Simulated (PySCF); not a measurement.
Computed properties of Ga(F)(Me)(vinyl) (C₃H₆FGa), SMILES C=[CH][Ga]([CH3])[F]

Ga(F)(Me)(vinyl) (C3H6FGa), SMILES C=[CH][Ga]([CH3])[F]. Geometry: ωB97X-D3(BJ)/def2-SVP. The structure was generated by enumeration; whether it is a known compound was not checked. One conformer was computed; it need not be the lowest. All values are computed for the isolated molecule unless a solvent is named; none is compared with measurement here.

**Structure.** All 27 harmonic modes at ωB97X-D3(BJ)/def2-SVP (PySCF) are real, so it is a minimum. With heavy atoms numbered as in [Ga:1]([F:2])([CH3:3])[CH:7]=[CH2:8], the shortest bond between them is C7–C8 at 1.341 Å and the longest Ga1–C3 at 1.951 Å.

**Vibrations.** The strongest infrared lines (harmonic, unscaled, degenerate partners summed) lie at 690 cm⁻¹ (75 km/mol, F 76 %, Ga 21 %), 630 cm⁻¹ (74 km/mol, C 54 %, Ga 27 %, H 20 %), 750 cm⁻¹ (54 km/mol, H 77 %, C 20 %). The softest mode is at 51 cm⁻¹ and the zero-point energy is 50.4 kcal/mol.

**Electronic structure.** r2SCAN/def2-TZVP (PySCF) places the frontier levels at -7.03 and -2.05 eV, a gap of 4.98 eV, and gives a dipole moment of 2.86 D and a mean polarisability of 62.0 bohr³. PBE/def2-TZVP (PySCF) at the same geometry gives -6.75 and -2.24 eV, so its gap is 0.47 eV narrower. An orbital gap is neither the optical nor the fundamental gap.

**Excitations.** TDA-B3LYP/def2-SVPD (PySCF) has S1 at 5.12 eV (242 nm, f = 0.000, dark); the most intense of the 10 singlets computed lies at 6.73 eV (f = 0.21). T1 (TDA) is at 4.11 eV, 1.01 eV under S1. TDA-PBE/def2-SVPD (PySCF) puts S1 at 4.67 eV. No vertical singlet excitation falls in the visible range (under 3.1 eV).

**NMR.** GIAO shifts at B3LYP/pcSseg-1 (PySCF) (non-relativistic, atoms alike by connectivity averaged): ¹³C from -8.7 to 154.1 ppm against TMS; ¹H from 0.5 to 6.9 ppm against TMS; ¹⁹F at -123.7 ppm against CFCl3.
